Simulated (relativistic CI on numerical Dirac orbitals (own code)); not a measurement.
**Transition arrays of Ge⁶⁺**

Computed by Dirac-Coulomb-Breit CI, separate exchange-only KLI orbitals for each configuration, model QED, valence Slater integrals scaled by 0.9, whole transition arrays (own radial code, finite nucleus).

CI space (outside the closed core [Ne] 3s2): 3p6.3d8, 3p6.3d7.4f, 3p5.3d9, 3p6.3d7.4p, 3p6.3d7.5f. Levels of other configurations are missing.

All E1 lines from the levels of 3p6.3d8; mean and standard deviation are weighted by gf, and upper levels are sorted by their leading configuration.

```
Upper configuration  Lines   Σgf  Mean (eV)  Mean (nm)  σ (eV)  Strongest line (nm)
         3p6.3d7.4f    727  68.4     104.91     11.818    2.92               12.105
            3p5.3d9     54  13.7     100.93     12.285    6.71               11.520
         3p6.3d7.4p    466  25.1      66.27     18.708    2.52               19.241
         3p6.3d7.5f    721  54.6     119.52     10.374    2.89               10.513
```

Σgf per state of the lower configuration in bins of 0.5 nm over the central range (centre: value): 9.75: 0.09, 10.25: 0.67, 10.75: 0.46, 11.25: 0.16, 11.75: 1.03, 12.25: 0.40, 12.75: 0.13, 13.25: 0.08, 13.75: 0.02, 17.25: 0.04, 18.25: 0.15, 18.75: 0.15, 19.25: 0.16.

Q: How do configuration mixing and the scaling of the Slater integrals move the arrays?

A: Slater scale 0.9, no configuration mixing: 3p6.3d7.4f 104.5 ± 2.8 eV (Σgf 63.8), 3p5.3d9 99.9 ± 5.0 eV (Σgf 33.5), 3p6.3d7.4p 66.2 ± 2.5 eV (Σgf 24.2), 3p6.3d7.5f 119.5 ± 2.9 eV (Σgf 37.3); Slater scale 1: 3p6.3d7.4f 105.0 ± 3.2 eV (Σgf 67.9), 3p5.3d9 101.3 ± 7.4 eV (Σgf 12.1), 3p6.3d7.4p 66.4 ± 2.8 eV (Σgf 25.2), 3p6.3d7.5f 119.5 ± 3.3 eV (Σgf 57.0); Slater scale 0.8: 3p6.3d7.4f 104.7 ± 2.6 eV (Σgf 68.5), 3p5.3d9 100.5 ± 6.1 eV (Σgf 15.1), 3p6.3d7.4p 66.2 ± 2.2 eV (Σgf 24.9), 3p6.3d7.5f 119.4 ± 2.6 eV (Σgf 52.8). With mixing, levels are counted to their leading configuration, so an array can shrink or vanish into another, and the sums then hold other lines.
